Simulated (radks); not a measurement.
The numbers below are computed, except where a source is named.
Spherical jellium clusters: N electrons in a uniform positive sphere of charge N and radius rs N^(1/3), rs = 4.34 bohr. Level of theory: non-relativistic Kohn-Sham, PBE, spin-polarised, spherical densities (a radial shooting solver with Libxc functionals). Levels are named by radial order and angular momentum (1s, 1p, 1d, 2s, ...), and open shells are averaged over m.

N = 3, configuration 1s2 1p(up 1, down 0). This is the lowest configuration that the search found. Occupied and some empty levels:

level,occupation,eigenvalue (eV),<r> (bohr)
1s up,1,-3.6931,4.715
1s down,1,-3.3814,4.449
1p up,1,-2.1182,6.076
1p down,0,-1.6373,6.101
1d up,0,-0.50759,8.456

Energy (eV): total -4.63005, kinetic 4.6361, external -44.923, Hartree 21.715, exchange-correlation -9.5340, background 23.475.

Electron density:

r (bohr),n(r) (e/bohr^3)
0.496,0.004608
1.05,0.004530
1.60,0.004389
2.15,0.004171
2.70,0.003870
3.25,0.003482
3.81,0.003019
4.36,0.002507
4.91,0.001984
5.46,0.001488
6.01,0.001055
6.57,0.0007094
7.12,0.0004577
7.67,0.0002876
8.22,0.0001778
8.77,0.0001090
9.33,0.00006656
9.88,0.00004056
10.4,0.00002469
11.0,0.00001504
